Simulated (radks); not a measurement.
Values are calculated unless marked as measured or tabulated.
Polarisability of neutral samarium, [Xe] 4f6 6s2, at imaginary frequency. Code: a radial shooting solver on a logarithmic mesh with Libxc functionals. Model: scalar-relativistic Kohn-Sham, LB94 model potential, spin-polarised, spherical densities, finite nucleus; open shells are filled with parallel spins first (spin-orbit coupling, left out, can overturn this in heavy ions); Fermi nuclear charge, rms radius 5.0819 fm. Response by self-consistent Sternheimer equations with the Hartree and adiabatic LDA kernel, the relativistic mass of each level held fixed and spin-orbit coupling left out.

w (hartree),alpha1(iw) (bohr^3)
0.00266,137.2
0.0143,135.6
0.0360,127.2
0.0697,106.5
0.118,76.45
0.186,48.50
0.280,29.20
0.413,17.73
0.605,11.12
0.892,7.039
1.35,4.271
2.12,2.346
3.59,1.111
6.94,0.4144
17.5,0.09251

Static values: alpha1 = 137.3 bohr^3 (20.34 angstrom^3; uncoupled 247.5). C6 = 1971, triple-dipole C9 = 193500 atomic units. One-pole (London) frequency 4 C6 / (3 alpha1^2) = 0.140 hartree, against 0.228 for minus the highest occupied eigenvalue. Recommended static value: 192 bohr^3 (Schwerdtfeger and Nagle, 2023 table).
